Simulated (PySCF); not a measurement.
Species: CH₅F₃GeOSi.
Numbering: `[F:1][C:2]([F:3])([F:4])[GeH2:5][O:6][SiH3:7]` (hydrogens: H8, H9 on Ge5; H10, H11, H12 on Si7)

Computed by this run: PBE0-D3(BJ)/def2-SVP geometry optimisation, gas phase (PySCF); density fitting, grid level 1; the optimiser is geomeTRIC in internal coordinates, started from a GFN2-xTB structure with every atom displaced at random (about 0.01 Å).

The end geometry, which sets the zero of energy:
```
atom  x, y, z in Å
F1     -1.0561   -1.1124   -1.3011
C2     -1.6434   -0.1214   -0.6118
F3     -1.5497    0.9877   -1.3524
F4     -2.9421   -0.4249   -0.4970
Ge5    -0.7803    0.0948    1.1773
O6      0.9312    0.4025    0.8798
Si7     2.0805    0.0791   -0.2796
H8     -1.3647    1.3189    1.8871
H9     -0.9445   -1.2194    1.9518
H10     3.3470    0.7355    0.1506
H11     1.6587    0.6230   -1.6052
H12     2.3029   -1.3932   -0.4087
```

Question: These geometries come from the run, each turned onto the end geometry. Order them by energy, lowest first.
A.
```
atom  x, y, z in Å
F1     -1.1492   -1.0809   -1.3614
C2     -1.6593   -0.0902   -0.6222
F3     -1.5418    1.0378   -1.3300
F4     -2.9712   -0.3344   -0.4667
Ge5    -0.7747    0.0608    1.1623
O6      0.9271    0.3966    0.8647
Si7     2.1031    0.0679   -0.2629
H8     -1.3688    1.2624    1.9002
H9     -0.9226   -1.2738    1.9032
H10     3.3090    0.8667    0.0933
H11     1.6407    0.4445   -1.6332
H12     2.4471   -1.3871   -0.2564
```
B.
```
atom  x, y, z in Å
F1     -1.5513   -1.1456   -1.3265
C2     -1.7572    0.0079   -0.6238
F3     -1.3765    1.0228   -1.4181
F4     -3.0455    0.1535   -0.4632
Ge5    -0.7469   -0.0707    1.1155
O6      0.8805    0.2781    0.7304
Si7     2.1811    0.0643   -0.2726
H8     -1.1557    1.0479    2.0395
H9     -0.8618   -1.4567    1.6933
H10     2.9351    1.2819   -0.0223
H11     1.6849   -0.0611   -1.6390
H12     2.8530   -1.1520    0.1776
```
C.
```
atom  x, y, z in Å
F1     -1.5478   -1.0840   -1.3703
C2     -1.7584    0.0055   -0.6274
F3     -1.3794    1.0675   -1.3453
F4     -3.0849    0.1061   -0.4297
Ge5    -0.7915   -0.0617    1.1202
O6      0.8932    0.3156    0.7661
Si7     2.1840    0.0645   -0.2397
H8     -1.3258    1.0474    2.0278
H9     -0.9023   -1.4722    1.7123
H10     3.0824    1.2511   -0.1506
H11     1.7309   -0.1140   -1.6533
H12     2.9388   -1.1554    0.1806
```
D.
```
atom  x, y, z in Å
F1     -1.2671   -1.0065   -1.4078
C2     -1.6878    0.0064   -0.6385
F3     -1.4750    1.1384   -1.3129
F4     -3.0140   -0.1319   -0.4835
Ge5    -0.7749    0.0050    1.1394
O6      0.9292    0.4012    0.8667
Si7     2.1219    0.0388   -0.2367
H8     -1.3554    1.1141    2.0201
H9     -0.9043   -1.4047    1.7335
H10     3.1514    1.1137   -0.1652
H11     1.5617   -0.0301   -1.6198
H12     2.7539   -1.2742    0.0955
```

Answer: A (0.004 eV), D (0.014 eV), C (0.028 eV), B (0.248 eV).

In the order of the answer:

```tsv
step	E above end (eV)	largest force (eV/Å)	rms force component (eV/Å)	rms distance from end (Å)	rms bond change (Å)	bond most changed (Å)
11	0.004	0.21	0.045	0.107	0.003	F1–C2 -0.005
8	0.014	0.17	0.044	0.360	0.002	Ge5–O6 +0.006
2	0.028	0.25	0.062	0.473	0.004	O6–Si7 -0.009
0	0.248	1.41	0.537	0.473	0.030	Ge5–O6 -0.056
```

The cost below is that of the whole optimisation. Hardware: Arm Neoverse V2, one thread (shared host). Cost: 2.8 min wall, 0.56 GiB resident at most.
